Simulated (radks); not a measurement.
Species: the nitrogen ion N+. Configuration: [He] 2s2 2p2. All-electron calculation, non-relativistic Kohn-Sham, Slater X-alpha with alpha = 0.882, spin-unpolarised, spherical densities, point nucleus. Program: a radial shooting solver on a logarithmic mesh with Libxc functionals.

Unscreened Slater integrals over Kohn-Sham orbitals (hartree).

integral,value
"F0(2p,2p)",0.75325
"F2(2p,2p)",0.34419
"F0(2p,2s)",0.74586
"G1(2p,2s)",0.45542
"F0(2p,1s)",1.0701
"G1(2p,1s)",0.12085
"F0(2s,2s)",0.74446
"F0(2s,1s)",1.0522
"G0(2s,1s)",0.079517
"F0(1s,1s)",4.1306

Derived for the open shells (J is the average intra-shell exchange parameter used in DFT+U). 2p: J = F2/5 = 0.06884 hartree; in LS coupling 1D lies 6 F2/25 = 0.08261 hartree above 3P.
